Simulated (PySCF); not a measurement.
# Two-component Hartree-Fock for Sb (antimony, neutral)

Start: [Kr] 4d10 5s1 5p4; 5s1/2 filled at m_j = +1/2; 5p1/2 filled at m_j = +1/2; 5p3/2 filled at m_j = -1/2, +1/2, +3/2. Calculated with PySCF 2.14 in x2c-TZVPall-2c with one added diffuse shell each of s, p, d, f type (9s10p6d3f, 90 functions): generalised Hartree-Fock with the X2C-1e Hamiltonian and a Gaussian nucleus; one run each with spin-orbit coupling (SO) switched off, then screened by Boettger's factors. This is a chosen level, not necessarily the ground level.

```
spinor shell  electrons  ε, spin-free (eV)  ε, screened SO (eV)  weight of nominal j (screened SO)  rms radius, screened SO (bohr)
       1s1/2          2           -30645.8             -30642.6                              1.000                          0.0325
       2s1/2          2            -4759.9              -4758.9                              1.000                           0.133
       2p1/2          2            -4266.3              -4441.0                              1.000                           0.115
       2p3/2          4            -4266.3              -4186.8                              1.000                           0.120
       3s1/2          2            -975.22              -974.86                              1.000                           0.352
       3p1/2          2            -810.46              -843.61                              1.000                           0.345
       3p3/2          4            -810.46              -795.13                              1.000                           0.356
       3d3/2          4            -559.53              -565.19                              1.000                           0.329
       3d5/2          6            -559.53              -555.34                              1.000                           0.332
       4s1/2          2            -177.84              -177.66                              1.000                           0.844
       4p1/2          2            -125.09              -131.22                              0.999                           0.892
       4p3/2          4            -125.09              -122.10                              1.000                           0.921
       4d3/2          4            -45.693              -46.415                              0.972                            1.11
       4d5/2          6            -45.693              -44.967                              0.982                            1.11
       5s1/2          1            -21.507              -21.374                              1.000                            2.41
       5p3/2          3             -9.031              -10.097                              0.620                            2.96
       5p1/2          1             -9.031               -5.829                              0.600                            3.53
```

| quantity | spin-free | screened SO |
| --- | --- | --- |
| E (hartree) | -6476.88754 | -6478.55679 |
| M_J | 5/2 | 5/2 |
| ⟨J²⟩ | 8.809 | 8.810 |
| ⟨L²⟩ | 2.006 | 2.056 |
| ⟨S²⟩ | 3.803 | 3.787 |

Each row is a mean over spinors that exchange with the open shell spreads, by up to 0.876 eV (5p3/2).

Rows whose weight is well below 1 are mixtures of j = l ± 1/2: exchange outweighs spin-orbit coupling there, and the label is only the starting occupation.

⟨J²⟩ departs a little from M_J(M_J + 1) because the unrestricted spinors polarise the closed shells.

Breit and QED terms are absent; they matter most for the inner s and p1/2 levels.

Densities and radii are taken from the X2C orbitals without a picture-change correction, which distorts them close to the nucleus.

Without spin-orbit coupling the j labels of p, d and f shells carry no meaning; the spin-free column gives the mean over the occupied spinors of each nl shell.
